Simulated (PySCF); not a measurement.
A structure optimised at PBE0-D3(BJ)/def2-SVP, used in a PySCF frequency run:

```
C
F 1 1.3853
H 1 1.1070 2 106.80
C 1 1.5111 3 109.64 2 -117.05
H 4 1.0994 1 110.13 3 61.04
H 4 1.0996 5 108.16 1 121.74
H 4 1.1011 5 108.35 6 117.47
C 1 1.5178 3 109.15 2 116.38
H 8 1.1022 1 107.07 3 -64.45
H 8 1.1036 9 106.29 1 115.41
C 8 1.5197 9 110.13 10 119.86
H 11 1.0998 8 110.95 9 -55.33
H 11 1.1009 12 107.23 8 122.68
H 11 1.1021 12 107.38 13 115.34
```
Charge 0, spin multiplicity 1.

Problem. Write its SMILES and formula.

Solution. CC[C@H](C)F, C₄H₉F

Problem. What are its rotational constants (standard atomic weights)?

Solution. 7.7903, 3.4413, 2.6332 GHz
